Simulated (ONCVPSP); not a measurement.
## What one change does to a pseudopotential (bismuth, ONCV)

| Quantity | Value |
| --- | --- |
| Element | bismuth (Bi) |
| Generator | ONCVPSP 4.0.1 |
| Type | optimised norm-conserving Vanderbilt (ONCV) |
| Functional | PBE |
| Relativity | scalar-relativistic |
| Frozen core | [Xe] 4f14 |
| Valence charge | 15 |
| Reference configuration | 5d10 6s2 6p2 (charge +1) |
| Partial waves | 6s: rc 2.05 bohr, ncon 3, nbas 7, qcut 3.4 1/bohr, 2 projectors, debl 1.4 Ha; 6p: rc 2.25 bohr, ncon 4, nbas 8, qcut 3.7 1/bohr, 3 projectors, debl 1.1 Ha; 5d: rc 1.45 bohr, ncon 3, nbas 8, qcut 10.9 1/bohr, 2 projectors, debl 2.5 Ha; f scattering state at 0.32 Ha: rc 2.40 bohr, ncon 3, nbas 6, qcut 4.2 1/bohr, 2 projectors, debl 3 Ha |
| Local potential | polynomial inside 1.25 bohr (lpopt 2, dvloc0 0 Ha) |
| Core correction | Teter function, fcfact 3.5, rcfact 1.6 |

All-electron outer shells of the reference configuration (PBE, scalar-relativistic, ld1.x):

| shell | level (eV) | outermost node (bohr) | outermost maximum (bohr) |
| --- | --- | --- | --- |
| 4f | -160.75 | – | 0.34 |
| 5p | -104.00 | 0.48 | 0.86 |
| 5d | -35.19 | 0.51 | 1.03 |
| 6s | -22.11 | 0.98 | 1.86 |
| 6p | -11.44 | 1.14 | 2.35 |

Change: all radii but the core radius scaled by about 0.79 (s 1.62, p 1.76, d 1.14, f 1.88 bohr); local potential polynomial inside 0.98 bohr (lpopt 2, dvloc0 0 Ha).

Cutoffs: the cutoffs (Ha) at which the residual kinetic energy of the hardest occupied pseudo-wave falls to 1 and 0.1 mHa per electron; they do not see the model core or the augmentation charge, which bear on the density cutoff. Errors are all-electron minus pseudo energies relative to the spin-unpolarised reference configuration.

Problem. What does the change do?

Solution. The potential gets harder (27 Ha and 32 Ha → 59 Ha and 70 Ha); the bound ghosts move from f, p, s to p, s; of the 4 tests that both files solve, the error grows in 1 and shrinks in 0 by more than 15 % and 0.3 meV (median size 33.6 → 32.5 meV). A smaller radius makes the pseudo-wave follow the all-electron one further in, where it bends more sharply, so more plane waves are needed.

```tsv
quantity	base	changed
cutoff, loose	27 Ha	59 Ha
cutoff, tight	32 Ha	70 Ha
loose cutoff by channel	s 8.8 Ha, p 5.9 Ha, d 27 Ha	s 11 Ha, p 59 Ha, d 34 Ha
bound ghosts	p, f, s	s, p
GHOST(+) flags under 300 eV	none	none
error for 5d10 6s2 6p3, meV [ΔE -7.91 eV]	+1.8	+2.1
error for 5d10 6s2 6p1, meV [ΔE 15.25 eV]	-13	-12
error for 5d10 6s2 6p0, meV [ΔE 38.59 eV]	-54	-53
error for 5d9 6s2 6p4, meV [ΔE 16.29 eV]	-224	-217
rms error of d²Exc/dni dnj with the model core, mHa	0.70	0.59
```

 A true bound ghost makes a file unfit for plane-wave use even where its test errors are small: the radial tests pick states by their node count and pass the ghost by.
